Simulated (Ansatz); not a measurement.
Molecule: WO2, net charge 0, triplet state. This is an excited triplet: at this geometry the singlet lies 0.23 eV lower at RI-MP2/CBS(def2-TZVPPD,def2-QZVPPD)+[CCSD(T)-MP2]/def2-TZVPPD. 
Geometry from a B3LYP-D3(BJ)/def2-TZVP (Ansatz, a first-principles code) optimisation:
SMILES: [O]=[W]=[O]
```xyz
3

W      0.0977    -0.0895     0.1027
O      0.6599     0.6163    -1.3558
O     -1.5635     0.2113     0.4055
```
Charge 0, spin multiplicity 3.

**Question.** Give the harmonic wavenumbers at B3LYP-D3(BJ)/def2-TZVP (Ansatz, finite differences of forces, unscaled).

**Answer.** 313, 950, 1020 cm⁻¹. Zero-point energy 3.3 kcal/mol.

**Question.** From these and the geometry, give the ideal-gas thermochemistry at 298.15 K and 1 atm (rigid rotor, harmonic oscillator).

**Answer.** Point group C2v, rotational symmetry number 2. Rotational constants 20.85, 7.695, 5.621 GHz. S(trans) 42.01, S(rot) 22.01, S(vib) 1.54, S(elec, spin only) 2.18, S 67.8 cal/(mol K). H(298) - H(0) 2.67 kcal/mol; G - E(el) -14.3 kcal/mol.
